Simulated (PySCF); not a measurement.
Core-level binding energies of (Cl3Si)2Se

(Cl3Si)2Se.
Geometry (PBE0-D3(BJ)/def2-SVP, Å), atoms numbered from 1 in this order:
```xyz
9
Cl6SeSi2 angstrom
Si     0.9639   -1.2730    0.6992
Cl     0.7864    0.0214    2.2697
Cl     2.7405   -0.9230   -0.2406
Cl     0.9578   -3.1928    1.3928
Se    -0.7859   -1.1526   -0.7359
Si    -1.0473    1.0979   -0.8016
Cl     0.7343    2.0863   -0.9523
Cl    -2.1619    1.4446   -2.4759
Cl    -2.0551    1.8218    0.8190
```

Method used: delta-SCF UKS SCAN, pcX-2 on the ionised atom, pcseg-1 elsewhere, spin-free X2C in PySCF 2.14.0. These are vertical core ionisation energies against the vacuum level, from separate self-consistent calculations with and without the core hole.

Problem. What binding energy does each computed site have?

Solution. 
```tsv
atom(s)	bonded to	level	binding energy (eV)	2p1/2 (eV)	count
Si1/Si6	3 Cl and Se	Si 2p3/2	109.89	110.52	2
Si1/Si6	3 Cl and Se	Si 1s	1850.05	–	2
Cl2 (×6)	Si	Cl 2p3/2	206.76	208.42	6
Cl2 (×6)	Si	Cl 1s	2829.34	–	6
```

Problem. Which effective nuclear charge Zeff reproduces each element's mean 1s value in the hydrogen-like formula E = 13.606 eV × Zeff²?

Solution. Si (Z = 14): mean 1850.0 eV, Zeff = 11.66, Z − Zeff = 2.34; Cl (Z = 17): mean 2829.3 eV, Zeff = 14.42, Z − Zeff = 2.58. Means run over the listed sites, weighted by atom count.

Problem. Which photon wavelength matches the Cl 2p3/2 of Cl2 (×6) threshold?

Solution. λ = hc/E = 12398.42 eV Å / 206.76 eV = 59.965 Å.

Topologically equivalent atoms share the value of their first member; where this conformer doesn't relate them by symmetry, their own values could differ. For 2p shells one spin-free hole was relaxed; a mean-field spin–orbit operator and the ground-state splitting of the three 2p orbitals were then diagonalised within the shell. The shell's mean is (2 × 2p3/2 + 2p1/2)/3, and the degeneracies 2j + 1 give areas of 2:1. 2p1/2 minus 2p3/2 (ligand field included): Si 0.62 eV, Cl 1.65 eV. No level of selenium is listed. Geometry: PBE0-D3(BJ)/def2-SVP; no solvent, vibrations or thermal averaging.
